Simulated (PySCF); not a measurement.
## A small calculation by hand: chemical shift, span and skew from a shielding tensor

FH5O3Si2, SMILES O[Si](O)(O)[SiH2]F. Atoms are numbered in the order given.

```xyz
11

Si     1.4034    -0.6687    -0.4487
F      1.8248     0.2775    -1.7184
Si    -0.6299     0.1067     0.3992
O     -0.5615     1.6203     1.0698
O     -1.8023     0.2303    -0.7762
O     -0.9669    -0.9824     1.6001
H      1.2942    -2.0719    -0.9543
H      2.5028    -0.6064     0.5584
H     -0.8500     2.3415     0.4970
H     -1.9389    -0.5289    -1.3550
H     -1.6148    -0.7105     2.2638
```

The structure is a stationary point at r2SCAN-D4/def2-SVP. This is a generated structure with no PubChem entry under its InChIKey; it may be hypothetical. One conformer was computed; it need not be the lowest.

GIAO shieldings from PySCF with PBE/pcSseg-1, non-relativistic, no solvent. The symmetric part of the tensor of Si3 has the principal values 356.9, 360.1, 396.9 ppm. The same nucleus in TMS has σ = 335.4 ppm at this level (PySCF, at its B3LYP-D3(BJ)/def2-TZVP geometry).

Problem. Work out the isotropic shielding, the ²⁹Si shift against TMS, the span and the skew.

Solution. 
σ(iso) = (σ11 + σ22 + σ33)/3 = 371.3 ppm. δ = σ(ref) − σ(iso) = 335.4 − (371.3) = -35.9 ppm.
Span Ω = σ33 − σ11 = 40.0 ppm. Skew κ = 3(σ(iso) − σ22)/Ω = 0.84. Tumbling in solution averages the tensor to δ; in a static solid the shielding alone would spread this spin-1/2 line over Ω.
